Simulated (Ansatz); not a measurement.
A set of 12 reactions (ligand exchange), with CCSD(T)/CBS values in kJ/mol:

```csv
reaction,ΔE
`[SiH3][SiH]1CCS1` + `O[Si]1(O)CO1` → `O[Si]1(O[SiH3])CO1` + `C1CS[SiH2]1`,-99.4
`[O]=[Nb]([OH])([F])[Cl]` + HCl → `[O]=[Nb]([F])([Cl])[Cl]` + H₂O,-18.3
`[OH][InH][B](Cl)Cl` + CH₃SH → `CSB(Cl)Cl` + `[OH][InH2]`,-81.5
`CN([SiH2]O)[SiH2]Cl` + `C[SiH](O)O` → `C[SiH](O)O[SiH2]O` + `CN[SiH2]Cl`,-64.3
`[SiH3][SiH2]CC=S` + `O[SiH2]F` → `F[SiH2]O[SiH3]` + `[SiH3]CC=S`,-98.4
`C[S][Na]` + HBr → `[Na][Br]` + CH₃SH,-125.9
`B[SiH2][CH2][InH2]` + H₂Se → `[SeH][InH2]` + `B[SiH2]C`,-125.5
`[CH3][Sc]([F])[F]` + CH₃OH → `C[O][Sc]([F])[F]` + CH₄,-206.0
`C[SiH2]B(O)O` + `CCS` → `CCSB(O)O` + `C[SiH3]`,-94.2
`Cl[Si](Cl)(Cl)[SeH]` + CH₃OH → `CO[Si](Cl)(Cl)[SeH]` + HCl,-19.5
`[Cl][Hf]([Cl])([Cl])[I]` + CH₃OH → `C[O][Hf]([Cl])([Cl])[Cl]` + HI,-7.0
`Cl[SiH2]C1BN1` + `BNC` → `BN(C)[SiH2]Cl` + `B1CN1`,-46.2
```

Computed with Ansatz on PBE0-D4/def2-TZVP structures; ΔE is electronic, products minus reactants. CBS: MP2 limit from def2 TZ/QZ plus the TZ coupled-cluster correction, frozen cores. This one scheme is used for every species. Functionals use def2-TZVPP. B3LYP here is the variant with VWN-RPA as its local correlation; programs differ in this. def2 core potentials past Kr. For Br, Hf, I, In, Na, Nb, Sc, Se outer-core shells are correlated without core-valence functions, which leaves a few kJ/mol of doubt a bond. Scalar relativity is left out up to krypton. Each species was taken in one conformer, which may not be the lowest.

(1) Give the mean, mean absolute and largest difference (level minus CCSD(T)/CBS, kJ/mol) for: PBE-D4, r2SCAN-D4, PBE0-D4, ωB97M-V, B2PLYP, PBE, r2SCAN, B3LYP, HF/def2-TZVPP, MP2/def2-TZVPP, SCS-MP2/def2-TZVPP, CCSD/def2-TZVPP, MP2/def2-QZVPP, HF/CBS(def2). (An estimate is asked.)

The largest T1 diagnostic in the set is 0.022, for `[O]=[Nb]([OH])([F])[Cl]` (customary mark 0.02).

CCSD(T)/CBS is a level of theory with its own doubt, and the functionals carry their triple-zeta basis error, so these figures describe this set and don't rank the functionals.

Answers

(1) The calculation gave: 
```csv
level,mean,mean absolute,largest
PBE-D4,7.3,9.8,28.1
r2SCAN-D4,-1.2,5.5,-11.4
PBE0-D4,3.8,6.6,18.9
ωB97M-V,-1.4,3.4,-9.0
B2PLYP,-4.3,5.3,-12.6
PBE,6.9,9.7,26.4
r2SCAN,-1.2,5.6,-10.6
B3LYP,-3.2,6.8,-18.9
HF/def2-TZVPP,-14.0,15.3,-36.6
MP2/def2-TZVPP,-3.4,4.3,-9.0
SCS-MP2/def2-TZVPP,-5.1,5.1,-13.6
CCSD/def2-TZVPP,-2.7,4.0,-10.7
MP2/def2-QZVPP,-2.9,4.9,-8.7
HF/CBS(def2),-14.6,15.6,-40.2
```
